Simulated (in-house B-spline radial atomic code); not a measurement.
Multiplet parameters of the 3d3 shell in neutral vanadium ([Ar] 3d3 4s2). Method: non-relativistic Hartree-Fock, average of configuration, point nucleus. Calculated with a B-spline radial code for spherical atoms.

Slater integrals: F^2 = 69094 cm⁻¹, F^4 = 42839 cm⁻¹. Central-field spin-orbit parameter ζ(3d) = 205.8 cm⁻¹ (bare central field on non-relativistic orbitals, without two-electron terms: too large for light atoms, too small for heavy ones).

Q: What are Racah's B and C?

A: B = F^2/49 - 5F^4/441 = 924 cm⁻¹, C = 35F^4/441 = 3400 cm⁻¹, C/B = 3.68.

Q: Where do the terms lie in LS coupling, without spin-orbit interaction?

A: In cm⁻¹ above the Hund's-rule term (some of the terms):
| term | expression | energy |
| --- | --- | --- |
| 4F | 0B + 0C | 0 |
| 4P | 15B + 0C | 13866 |
| 2G | 4B + 3C | 13897 |
| 2H | 9B + 3C | 18519 |
| 2F | 24B + 3C | 32385 |

Q: How far can these numbers be trusted?

A: Fits to spectra need these integrals scaled down, since correlation screens the repulsion. Here ζ is 0.22 times B, so LS coupling is a fair start, though levels of equal J in close terms still mix.
